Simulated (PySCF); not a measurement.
## Electron correlation in Ge⁺ (germanium, charge +1)

[Ar] 3d10 4s2 4p1, 2P determinant. Calculation: PySCF 2.14, in jorge-DZP-DKH (8s6p2d1f, 43 functions); the spin-free X2C one-electron Hamiltonian (Gaussian nucleus). Frozen: [Ar] 3d10; 3 electrons correlated.

MP2 pair energies summed by pair of shells (mhartree):

```json
{"pair": "4s-4s", "energy": "-17.71", "share (%)": "74.5"}
{"pair": "4s-4p", "energy": "-6.08", "share (%)": "25.5"}
```

Total MP2 correlation energy: -23.78 mhartree.

Same-spin part -1.05 and opposite-spin part -22.73 mhartree; SCS-MP2 scales them by 1/3 and 6/5 to -27.63 mhartree.

| level | correlation energy (mhartree) |
| --- | --- |
| CCSD | -34.41 |
| (T) | -0.15 |
| CCSD(T) | -34.56 |

Diagnostics: T1 = 0.0048, D1 = 0.0092, largest double amplitude 0.101.

Cost of the coupled-cluster step: 0.26 s of wall time on 1 thread of Neoverse-V2 (shared host), for 3 correlated electrons.
